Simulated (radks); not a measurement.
Fractional charge and spin in the 5s shell of erbium: the spin-up occupation runs from 0 to 1 and the spin-down occupation from 0 to 1; the fullest corner is Er3+, [Kr] 4d10 4f(up 5.5, down 5.5) 5p6 5s(up 1, down 1). Method: scalar-relativistic Kohn-Sham, r2SCAN, spin-polarised, spherical densities, finite nucleus; meta-GGA in the generalised Kohn-Sham scheme; Fermi nuclear charge, rms radius of each element as measured or else 0.836 A^(1/3) + 0.57 fm; computed with a radial shooting solver on a logarithmic mesh with Libxc functionals. Energy (eV) above the fullest corner. The planes named below are the two flat planes that join the four corners, with an edge along up + down = one added electron.

| down \ up | 0 | 0.5 | 1 |
|---|---|---|---|
| 0 | 199.095 | 143.033 | 90.895 |
| 0.5 | 143.033 | 91.382 | 43.572 |
| 1 | 90.895 | 43.572 | 0.000 |

Corners above the fullest one (they belong to Er4+ and the next ion): (up 1, down 0) 90.895 eV, (up 0, down 1) 90.895 eV, (up 0, down 0) 199.09 eV. With half an added electron in each spin the energy lies 0.487 eV from the planes, and with half an added electron in spin up alone -1.962 eV. The planes are only a guide here: the flat-plane condition holds for ground states with one frontier orbital, while this shell lies below other occupied shells, so the corners above the fullest one are inner-hole states and not the ground states of those ions.
